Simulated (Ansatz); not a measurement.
Total energies of Ge(GeH3)2H2 (Ge3H8) from Ansatz at PBE-D4/def2-TZVP, gas phase (1 Eh = 27.2114 eV = 2625.5 kJ/mol). The reference geometry is relaxed at r2SCAN-D4/def2-SVP.

```xyz
11

Ge   -0.258   -0.005    0.965
Ge   -0.159    1.976   -0.415
H     1.277    2.200   -0.918
H    -0.603    3.219    0.373
H    -1.080    1.815   -1.636
Ge    0.353   -1.972   -0.299
H     1.797   -1.846   -0.810
H    -0.578   -2.128   -1.512
H     0.247   -3.238    0.566
H    -1.686   -0.174    1.519
H     0.691    0.154    2.168
```

```tsv
state	geometry	energy (Eh)
charge 0 singlet	reference	-6234.86090
charge 1 doublet	reference	-6234.51294
charge 1 doublet	relaxed at r2SCAN-D4/def2-SVP	-6234.53869
free Ge atom (triplet)	–	-2076.60177
free H atom (doublet)	–	-0.49962
```

Q: Work out the vertical ionisation energy to the doublet.

A: E(charge 1 doublet) − E(charge 0 singlet) = -6234.51294 − (-6234.86090) = 0.34796 Eh = 9.47 eV. For comparison, −ε of the highest occupied level is 6.82 eV at this level, 2.65 eV less.

Q: How much does the charge 1 doublet relax, and what is the adiabatic ionisation energy?

A: Relaxation: -6234.51294 − (-6234.53869) = 0.02575 Eh = 0.70 eV. Adiabatic ionisation energy: 0.32221 Eh = 8.77 eV, without zero-point energy. 

Q: What is the binding energy per atom against free atoms?

A: Atoms: 3 × (-2076.60177) + 8 × (-0.49962) = -6233.80227 Eh. Binding: -6233.80227 − (-6234.86090) = 1.05863 Eh = 28.81 eV, or 2.62 eV for each of 11 atoms (no zero-point energy, no counterpoise term).
